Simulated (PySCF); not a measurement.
**Dy(NH2)2 at several levels of theory**

Computed with PySCF 2.14.0 (density fitting, no spin-orbit coupling) at the geometry relaxed with PBE0:

```xyz
7
Dy(NH2)2 (singlet in the valence; each metal's 4f electrons, 10 of them, lie in its core potential, out of spins and levels)
Dy    0.0000   -0.8736   -0.1205
N     1.9426   -0.0218    0.7004
H     2.9203   -0.2510    0.5121
H     1.9922    0.7257    1.3960
N    -1.9426   -0.0218    0.7004
H    -1.9922    0.7257    1.3960
H    -2.9203   -0.2510    0.5121
```

```
level                                              basis    state  HOMO (eV)  gap (eV)  charge on Dy1 (e)  population of f-type functions on Dy1 (polarisation alone where 4f lies in the core)  dipole about the centre of mass (D)  largest force component (eV/Å)
 PBE0  Dy lcecp-0-SVP with ECP56, N def2-SVP, H def2-SVP  singlet          –         –               0.72                                                                                  0.02                                 4.95                            0.00
 TPSS                                           the same  singlet          –         –               0.64                                                                                  0.02                                 4.77                            0.32
M06-L                                           the same  singlet          –         –               0.80                                                                                  0.02                                 5.13                            0.10
```

In the lcecp rows the 4f levels are missing from HOMO and gap, and the state counts the valence alone.

Charges are Mulliken's, which hang on the basis. The relaxation used the grid (50, 194), these runs (75, 302) or, all-electron (x2c bases, spin-free X2C Hamiltonian), (99, 590).

Task: What does PBE0 with Dy lcecp-0-TZVP with ECP56, N def2-TZVP, H def2-TZVP give here?

Result: state singlet, charge on Dy1 (e) 1.18, population of f-type functions on Dy1 (polarisation alone where 4f lies in the core) 0.03, dipole about the centre of mass (D) 5.32, largest force component (eV/Å) 0.29. Time: 8.2 s on 2 threads of Arm Neoverse V1, with other jobs on the host, from free ions and atoms.

An lcecp potential fixes the number of 4f electrons, so in runs with it no electron can move into or out of that shell; real Dy(II) is rare or takes another configuration.
